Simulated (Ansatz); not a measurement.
Relaxation of the cluster Na6Cd⁺ with UKS PBE/def2-SVP.

```sh
$ ansatz run in.yaml --threads 4 --pin off --events-out ev --progress --plain --max-ram 4787MiB
```

```yaml
crystal:
  periodic: [false, false, false]
  atoms:
    - {symbol: Cd, position_ang: [-2.146860, -4.267810, -3.360150]}
    - {symbol: Na, position_ang: [1.511170, 3.033360, -0.107380]}
    - {symbol: Na, position_ang: [0.416040, 1.016190, -2.429630]}
    - {symbol: Na, position_ang: [0.081850, 0.150280, 0.778870]}
    - {symbol: Na, position_ang: [1.223190, 2.333480, 3.158640]}
    - {symbol: Na, position_ang: [-1.015190, -1.920590, -2.127310]}
    - {symbol: Na, position_ang: [-0.070190, -0.344910, 4.086970]}
basis:
  gaussian: {orbitals: def2-SVP}
total_charge: 1
magnetization: {spin_polarized: true, initial_magnetization: 1}
hamiltonian: {xc: pbe}
scf: {lower_state_search: "off"}
output: {orbitals: {seedname: orbitals}}
relax: {f_tol: 0.02, max_steps: 100}
```

It took 28 s on 4 threads of Arm Neoverse V1 on a shared host.

Positions (Å) and forces (eV/Å) at steps 1, 2, 3, 4, 7, 9 of 9:

```xyz
7
step=1 energy=-31029.7500 eV
Cd   -2.147   -4.268   -3.360   -0.180   -0.372   -0.194
Na    1.511    3.033   -0.107    0.118    0.232   -0.049
Na    0.416    1.016   -2.430   -0.002    0.015   -0.228
Na    0.082    0.150    0.779   -0.062   -0.120   -0.053
Na    1.223    2.333    3.159    0.092    0.183    0.109
Na   -1.015   -1.921   -2.127    0.138    0.282    0.238
Na   -0.070   -0.345    4.087   -0.103   -0.220    0.178
7
step=2 energy=-31029.8216 eV
Cd   -2.174   -4.324   -3.374   -0.136   -0.280   -0.147
Na    1.541    3.092   -0.117    0.093    0.182   -0.039
Na    0.425    1.039   -2.479   -0.005    0.006   -0.177
Na    0.088    0.164    0.771   -0.044   -0.085   -0.048
Na    1.228    2.343    3.193    0.068    0.137    0.087
Na   -1.017   -1.927   -2.104    0.105    0.214    0.188
Na   -0.090   -0.387    4.111   -0.081   -0.173    0.136
7
step=3 energy=-31029.9399 eV
Cd   -2.240   -4.457   -3.398   -0.048   -0.098   -0.053
Na    1.627    3.260   -0.156    0.031    0.060   -0.010
Na    0.438    1.083   -2.630   -0.005   -0.004   -0.055
Na    0.107    0.208    0.730   -0.001    0.000   -0.010
Na    1.238    2.360    3.287    0.011    0.023    0.029
Na   -1.012   -1.925   -2.003    0.035    0.070    0.072
Na   -0.158   -0.529    4.169   -0.024   -0.050    0.027
7
step=4 energy=-31029.9624 eV
Cd   -2.300   -4.575   -3.423    0.005    0.010    0.007
Na    1.720    3.435   -0.188   -0.008   -0.015   -0.001
Na    0.425    1.080   -2.765    0.002    0.002    0.025
Na    0.165    0.335    0.690    0.004    0.009    0.004
Na    1.215    2.317    3.359   -0.001   -0.003    0.008
Na   -0.996   -1.918   -1.837   -0.008   -0.017   -0.009
Na   -0.229   -0.675    4.163    0.006    0.015   -0.035
7
step=7 energy=-31029.9655 eV
Cd   -2.297   -4.568   -3.392    0.000    0.001    0.002
Na    1.711    3.417   -0.194    0.000    0.000    0.004
Na    0.429    1.088   -2.722   -0.001   -0.003   -0.004
Na    0.173    0.355    0.686    0.001    0.003   -0.001
Na    1.218    2.322    3.388    0.000    0.000   -0.001
Na   -1.001   -1.933   -1.823    0.001    0.001    0.002
Na   -0.234   -0.680    4.056   -0.001   -0.002   -0.002
7
step=9 energy=-31029.9658 eV
Cd   -2.293   -4.562   -3.354    0.000    0.000    0.001
Na    1.718    3.424   -0.185    0.000    0.001    0.000
Na    0.427    1.086   -2.740    0.000    0.000   -0.001
Na    0.180    0.380    0.669    0.000    0.000    0.001
Na    1.212    2.310    3.396    0.000   -0.001    0.000
Na   -0.995   -1.928   -1.789    0.000    0.000   -0.002
Na   -0.249   -0.711    4.002    0.000    0.000    0.000
```

In the def2 sets Cd takes a core potential; there is no spin–orbit coupling. The relaxation made no stability test and no search for a lower SCF solution. Another isomer (doublet) lies 0.70 eV lower at PBE0/def2-TZVP; other spin states weren't run for this one.
